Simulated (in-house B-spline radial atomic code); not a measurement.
Relativistic effects in the silicon ion Si²⁺, [Ne] 3s2: non-relativistic Hartree-Fock (point nucleus) against Dirac-Hartree-Fock (Fermi nucleus of rms radius 3.1224 fm), both averages of the configuration, computed with a radial B-spline atomic code at the basis-set limit.

```json
{"orbital": "1s1/2", "ε NR (Eh)": "-69.622", "ε Dirac (Eh)": "-69.803", "<r> NR (bohr)": "0.1114", "<r> Dirac (bohr)": "0.111", "change of <r> (%)": "-0.3"}
{"orbital": "2s1/2", "ε NR (Eh)": "-6.9462", "ε Dirac (Eh)": "?", "<r> NR (bohr)": "0.5618", "<r> Dirac (bohr)": "?", "change of <r> (%)": "?"}
{"orbital": "2p1/2", "ε NR (Eh)": "-5.0405", "ε Dirac (Eh)": "?", "<r> NR (bohr)": "0.5346", "<r> Dirac (bohr)": "?", "change of <r> (%)": "?"}
{"orbital": "2p3/2", "ε NR (Eh)": "-5.0405", "ε Dirac (Eh)": "-5.0307", "<r> NR (bohr)": "0.5346", "<r> Dirac (bohr)": "0.5348", "change of <r> (%)": "0.0"}
{"orbital": "3s1/2", "ε NR (Eh)": "-1.182", "ε Dirac (Eh)": "-1.1844", "<r> NR (bohr)": "1.986", "<r> Dirac (bohr)": "1.982", "change of <r> (%)": "-0.2"}
```

Problem. What happens to 2s1/2?

Solution. Its energy goes to -6.9733 hartree and <r> to 0.5599 bohr (-0.33 %).

Problem. What happens to 2p1/2?

Solution. Its energy goes to -5.056 hartree and <r> to 0.5328 bohr (-0.35 %).

Problem. What explains the pattern of contraction and expansion?

Solution. The s and p1/2 orbitals contract directly, as their density near the nucleus moves at relativistic speed. Nothing expands appreciably in this ion.

Problem. By how much does the total energy change?

Solution. By -0.62754 hartree, from -287.996 to -288.623.
